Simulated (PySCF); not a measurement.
FeCl3, SMILES [Cl][Fe]([Cl])[Cl] (connectivity only; charge and spin as stated), neutral, multiplicity 6.

Coordinates come from a PBE0-D3(BJ)/def2-SVP optimisation. The multiplicity is an assumed one; other spin states were not compared. The isomer is the one that the SMILES or the coordinates give; other isomers of the formula were not compared.

Level of theory: TDA-PBE/def2-SVPD in PySCF.

Vertical excitations; the highest root listed may be one member of a degenerate set. Gas-phase values at a fixed geometry.

```json
[
 {"state": "root 1", "energy (eV)": "1.42", "λ (nm)": "872", "f": "0.000", "main pairs": "β HOMO→LUMO 100 %"},
 {"state": "root 2", "energy (eV)": "1.65", "λ (nm)": "749", "f": "0.000", "main pairs": "β HOMO→LUMO+1 (degenerate set)"},
 {"state": "root 3", "energy (eV)": "1.65", "λ (nm)": "749", "f": "0.000", "main pairs": "β HOMO→LUMO+2 (degenerate set)"},
 {"state": "root 4", "energy (eV)": "2.09", "λ (nm)": "593", "f": "0.003", "main pairs": "β HOMO−1→LUMO 100 %"},
 {"state": "root 5", "energy (eV)": "2.17", "λ (nm)": "570", "f": "0.000", "main pairs": "β HOMO−5→LUMO, β HOMO−4→LUMO (degenerate set)"},
 {"state": "root 6", "energy (eV)": "2.17", "λ (nm)": "570", "f": "0.000", "main pairs": "β HOMO−4→LUMO, β HOMO−5→LUMO (degenerate set)"},
 {"state": "root 7", "energy (eV)": "2.25", "λ (nm)": "551", "f": "0.000", "main pairs": "β HOMO−2→LUMO, β HOMO−1→LUMO+1 (degenerate set)"},
 {"state": "root 8", "energy (eV)": "2.25", "λ (nm)": "551", "f": "0.000", "main pairs": "β HOMO−3→LUMO, β HOMO−1→LUMO+2 (degenerate set)"},
 {"state": "root 9", "energy (eV)": "2.39", "λ (nm)": "520", "f": "0.001", "main pairs": "β HOMO−1→LUMO+1, β HOMO−2→LUMO, β HOMO−5→LUMO+1, β HOMO−4→LUMO+2 (degenerate set)"},
 {"state": "root 10", "energy (eV)": "2.39", "λ (nm)": "520", "f": "0.001", "main pairs": "β HOMO−1→LUMO+2, β HOMO−3→LUMO, β HOMO−4→LUMO+1, β HOMO−5→LUMO+2 (degenerate set)"}
]
```
Unrestricted roots are not spin-pure.
